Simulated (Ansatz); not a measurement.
Cost and result for the atomization energy of triethylaluminium, C6H15Al (22 atoms, 21 bonds).

Z-matrix (Å, degrees):
```
C
C 1 1.528
H 1 1.094 2 111.7
H 1 1.095 2 112.5 3 -120.4
H 1 1.094 2 111.7 3 119.2
Al 2 1.968 1 116.7 3 -59.8
H 2 1.099 1 110.1 3 177.2
H 2 1.099 1 110.1 3 63.3
C 6 1.968 2 120.0 1 -0.9
C 6 1.968 2 120.0 1 179.2
C 9 1.528 6 116.7 2 -179.8
H 9 1.099 6 107.7 2 -55.5
H 9 1.099 6 107.6 2 55.9
C 10 1.528 6 116.7 2 0.1
H 10 1.099 6 107.7 2 124.4
H 10 1.099 6 107.6 2 -124.2
H 11 1.094 9 111.7 6 59.6
H 11 1.094 9 111.7 6 -59.6
H 11 1.095 9 112.5 6 -180.0
H 14 1.094 10 111.7 6 -59.6
H 14 1.094 10 111.7 6 59.6
H 14 1.095 10 112.5 6 180.0
```

Charge 0, multiplicity 1. Geometry: relaxed with PBE0-D4/def2-TZVP. It is one conformer, not always the lowest. Program: Ansatz. All runs use 2 threads of an AMD EPYC 7R13 on a shared host and a share of an NVIDIA H100 80 GB. Times are those of one run each, without the atoms' runs, and a repeat can differ threefold. Electronic energies, without spin–orbit coupling; frozen cores. CCSD(T)/CBS adds CCSD(T) − MP2 in def2-TZVPP to the MP2 limit, and its time is that of the two runs behind it. T1 = 0.009.

CCSD(T)/CBS is a level of theory with its own doubt, some kJ/mol a heavy atom from the limit and from the frozen cores, so smaller differences don't rank the functionals.

```
                             level  functions  wall time  atomization (kJ/mol)  difference from CCSD(T)/CBS  per bond
                BLYP-D4/def2-TZVPP        438        4 s                8307.3                        -56.5      -2.7
             r2SCANh-D4/def2-TZVPP        438        5 s                8361.9                         -1.9      -0.1
   PBE-D4/def2-TZVPP (with forces)        438      5.5 s                8476.7                        112.9       5.4
                  CCSD(T)/def2-SVP        177      5.5 s                8039.1                       -324.7     -15.5
               BHLYP-D4/def2-TZVPP        438        6 s                8214.4                       -149.4      -7.1
                 B2PLYP/def2-TZVPP        438        6 s                8282.9                        -80.9      -3.9
              revPBE-D4/def2-TZVPP        438      6.5 s                8312.6                        -51.2      -2.4
            LDA (SPW92)/def2-TZVPP        438      7.5 s                9399.0                       1035.2      49.3
r2SCAN-D4/def2-TZVPP (with forces)        438      7.5 s                8386.9                         23.1       1.1
  ωB97M-V/def2-TZVPP (with forces)        438      7.5 s                8387.1                         23.3       1.1
                    MP2/def2-QZVPP        862       23 s                8348.5                        -15.3      -0.7
                CCSD(T)/def2-TZVPP        438       37 s                8191.7                       -172.1      -8.2
                 CCSD(T)/CBS(def2)          –       60 s                8363.8                          0.0       0.0
```

From r2SCAN to r2SCAN0 (25 % exact exchange), in def2-TZVPP and without D4, the atomization energy moves by −62.1 kJ/mol: exact exchange takes away binding that semilocal exchange gives to molecules. At CCSD(T), def2-SVP lies −324.7 kJ/mol from the extrapolated value and def2-TZVPP −172.1 kJ/mol: correlation converges slowly with the basis, and small sets miss more of it in the bonded molecule than in its fragments. The D4 term adds +67.5 kJ/mol with B3LYP and +36.6 kJ/mol with PBE0; it sums over pairs of atoms, weighted by their polarisabilities, and B3LYP, whose exchange is more repulsive, gets the larger term.

B3LYP here is the variant with VWN-RPA as its local correlation; programs differ in this.
